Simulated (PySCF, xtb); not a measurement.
Si(H)(F)(vinyl)2 (C4H7FSi), SMILES C=C[SiH](F)C=C.

xtb with GFN2-xTB at its own geometry gives an orbital gap of 4.10 eV and a dipole moment of 1.94 D.

Geometry optimised at PBE0-D3(BJ)/def2-SVP. One conformer was computed; it need not be the lowest.

Problem. What does PBE/def2-TZVP (PySCF) give? (An estimate is asked for; the answer gives what the named calculation found.)

Solution. gap 4.95 eV (levels -6.89 and -1.94 eV), dipole 1.79 D.
